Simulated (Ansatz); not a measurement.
The cluster Hf₂S₂⁺ (the lowest doublet isomer of a short search), 4 atoms. Hardware: 4 threads of Arm Neoverse V1 on a shared host.

In the def2 sets Hf takes a core potential; there is no spin–orbit coupling. Correlated methods freeze 10 core orbitals; core or outer-core shells of Hf are correlated, in sets that lack core-valence functions.

Problem. How many basis functions does each of these Ansatz runs have, and roughly what does it cost? LDA (SPW92)/def2-TZVP, charge 1 quartet, energy, from earlier orbitals; PBE-D4/def2-TZVP, charge 0 singlet at the geometry of the charge 1 doublet, energy, from earlier orbitals; PBE0-D4/def2-SVP, charge 1 quartet, energy with a search over starts; PBE-QIDH/def2-TZVP, charge 1 quartet, energy, from earlier orbitals; PBE with 10 % exact exchange/def2-TZVP, charge 1 quartet, energy, from earlier orbitals; PBE with 15 % exact exchange/def2-TZVP, charge 1 doublet, energy, from earlier orbitals; PBE with 50 % exact exchange/def2-TZVP, charge 1 quartet, energy, from earlier orbitals; PBE0-D4/def2-TZVP, charge 1 quartet, energy, from earlier orbitals; r2SCAN-D4/def2-TZVP, charge 1 quartet, energy, from earlier orbitals; r2SCAN-D4/def2-SVP, charge 1 quartet, relaxation, 7 steps; PBE0-D4/def2-TZVP, charge 1 doublet, energy and forces, from earlier orbitals; LDA (SPW92)/def2-TZVP, charge 1 doublet, energy, from earlier orbitals.

Solution. Other jobs shared the machine, so times can vary by a factor of up to 3. A dash marks memory too small to be measured apart from the calling script's.

```csv
run,functions,fitting or Cholesky vectors,wall time,peak host memory (GiB)
"LDA (SPW92)/def2-TZVP, charge 1 quartet, energy, from earlier orbitals",154,1212,1.9 s,–
"LDA (SPW92)/def2-TZVP, charge 1 doublet, energy, from earlier orbitals",154,1212,2 s,–
"PBE-D4/def2-TZVP, charge 0 singlet at the geometry of the charge 1 doublet, energy, from earlier orbitals",154,1212,2.3 s,–
"PBE with 10 % exact exchange/def2-TZVP, charge 1 quartet, energy, from earlier orbitals",154,1212,5.5 s,–
"PBE0-D4/def2-TZVP, charge 1 quartet, energy, from earlier orbitals",154,1328,7 s,–
"PBE with 15 % exact exchange/def2-TZVP, charge 1 doublet, energy, from earlier orbitals",154,1244,7 s,–
"PBE with 50 % exact exchange/def2-TZVP, charge 1 quartet, energy, from earlier orbitals",154,1494,7.5 s,0.57
"PBE-QIDH/def2-TZVP, charge 1 quartet, energy, from earlier orbitals",154,1166,11 s,–
"r2SCAN-D4/def2-TZVP, charge 1 quartet, energy, from earlier orbitals",154,1212,12 s,–
"PBE0-D4/def2-TZVP, charge 1 doublet, energy and forces, from earlier orbitals",154,1328,15 s,0.77
"PBE0-D4/def2-SVP, charge 1 quartet, energy with a search over starts",100,964,15 s,–
"r2SCAN-D4/def2-SVP, charge 1 quartet, relaxation, 7 steps",100,1038,74 s,–
```
